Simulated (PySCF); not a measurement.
## How methods differ on the electron affinity of Sr

Sr⁻ [Kr] 4d1 5s2 (2D) → Sr [Kr] 5s2 (1S), as a difference of total energies. Computed with PySCF 2.14 in def2-TZVPPD with the def2 core potential (28 electrons), with scalar relativity through the core potential. Correlated levels: valence: 4s2 4p6 frozen. The calculations carry no spin-orbit coupling.

```csv
method,electron affinity (eV)
UHF,-1.897
MP2 (valence),-1.750
SCS-MP2 (valence),-1.748
CCSD (valence),-1.394
CCSD(T) (valence),-1.281
CCSDT (valence),-1.197
```

The configuration of this anion was assumed by filling the next shell in order. It is not the known or likely ground configuration (Ca⁻, Sr⁻ and Ba⁻, for instance, bind a p electron), so these values are not the electron affinity of the element.

A negative affinity means that the anion lies above the atom at that level of theory.

The coupled-cluster amplitudes are large for Sr⁻ (T1 above 0.03 or a double amplitude above 0.15), so a single reference is strained.
